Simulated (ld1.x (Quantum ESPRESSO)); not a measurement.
Values are calculated unless marked as measured or tabulated.
Hardness and transferability of assorted potentials

Generated with ld1.x 7.5 (TM, RRKJ, ultrasoft, PAW), atompaw 4.2 or ONCVPSP 4.0.1. The cutoff is in Ry: for ld1.x and atompaw files where the sum of valence levels is converged to 10 mRy in a Bessel basis, for ONCV files where the hardest occupied wave has 1 mHa per electron of residual kinetic energy. The error is the largest all-electron minus pseudo excitation energy over each file’s own four to seven test configurations (ionisations up to +4, promotions, holes and added fractions of an electron), all of which were solved. The labels leave out finer settings (local radius, basis sizes, second energies), which also bear on the numbers. Spin-polarised tests are not counted. The rows are a selection from randomly drawn settings: files with unsolved tests, undetermined cutoffs or missed reference levels are left out.

A true bound ghost makes a file unfit for plane-wave use even where its test errors are small: the radial tests pick states by their node count and pass the ghost by.

```csv
element,potential,cutoff (Ry),largest error (meV),bound ghosts
F,"TM, PBE, non-relativistic, rc 0.80/1.05/0.80 (spd), local s, core correction yes, reference 2s2 2p5",160,+748,none
S,"TM, PBE, scalar-relativistic, rc 1.35/1.40/1.40 (spd), local smoothed, core correction no, reference 3s2 3p3.75",40,+199,none
As,"TM, LDA (PZ), scalar-relativistic, rc 1.20/2.15 (sp), local s, core correction yes, reference 4s2 4p3",70,-78,p
Pd,"TM, PBE, scalar-relativistic, rc 0.95/1.70/1.15 (spd), local smoothed, core correction yes, reference 4s2 4p6 4d9 5s0 5p0",140,-179,none
Gd,"TM, BLYP, scalar-relativistic, rc 3.25/4.20/4.08/1.20 (spdf), local s, core correction yes, reference 4f7 5d1 6s2 6p0",260,-1921,none
Hg,"PAW, LDA (PZ), scalar-relativistic, rc 2.25/2.35/1.70 (spd), local smoothed, core correction yes, reference 5d10 6s1.75 6p0.25",40,+387,"s, p"
Bi,"TM, LDA (PZ), scalar-relativistic, rc 1.50/2.25/2.20 (spd), local smoothed, core correction yes, reference 6s2 6p3",55,-286,"d, s"
Bi,"TM, PBEsol, scalar-relativistic, rc 1.50/2.05/1.30 (spd), local s, core correction no, reference 5d10 6s2 6p2",90,-101,none
```

(1) Fill in the row for K: TM, revPBE, scalar-relativistic, rc 4.20/3.40/4.40 (spd), local smoothed, core correction yes, reference 4s1 4p0.

Answers

(1) cutoff 6 Ry, largest error +10 meV, bound ghosts: none.
